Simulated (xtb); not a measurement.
ClTl, charge -1, doublet, at a GFN2-xTB geometry (such geometries of metal compounds can be far from the true shape) (a state made from the parent by changing its charge; the spin is typed, not shown lowest). Base run: GFN2-xTB in xtb.

Geometry (Å):
```xyz
2

Tl     0.0000     0.0000    -0.4764
Cl     0.0000     0.0000     2.2700
```
Charge -1, spin multiplicity 2.
All else is at xtb's defaults.
Base energy -6.28116 Eh.

Each row names what was changed in the base input (with any setting that the change needs).

```json
[
 {"change": "base", "ΔE vs base (kcal/mol)": "0.000", "G_solv (kcal/mol)": "-", "SCF cycles": "9"},
 {"change": "acc = 0.1", "ΔE vs base (kcal/mol)": "0.000", "G_solv (kcal/mol)": "-", "SCF cycles": "11"},
 {"change": "etemp = 5000", "ΔE vs base (kcal/mol)": "-13.05", "G_solv (kcal/mol)": "-", "SCF cycles": "9"},
 {"change": "file = coord", "ΔE vs base (kcal/mol)": "0.000", "G_solv (kcal/mol)": "-", "SCF cycles": "9"},
 {"change": "alpb = benzene", "ΔE vs base (kcal/mol)": "-45.64", "G_solv (kcal/mol)": "-46.12", "SCF cycles": "9"},
 {"change": "acc = 0.0001", "ΔE vs base (kcal/mol)": "0.000", "G_solv (kcal/mol)": "-", "SCF cycles": "13"},
 {"change": "alpb = acetone", "ΔE vs base (kcal/mol)": "-47.68", "G_solv (kcal/mol)": "-48.19", "SCF cycles": "9"},
 {"change": "alpb = cs2", "ΔE vs base (kcal/mol)": "-39.15", "G_solv (kcal/mol)": "-39.54", "SCF cycles": "9"},
 {"change": "acc = 1000", "ΔE vs base (kcal/mol)": "0.067", "G_solv (kcal/mol)": "-", "SCF cycles": "4"}
]
```

ALPB and GBSA are two models with their own fitted parameters for each solvent, which aren't always the measured dielectric constant.
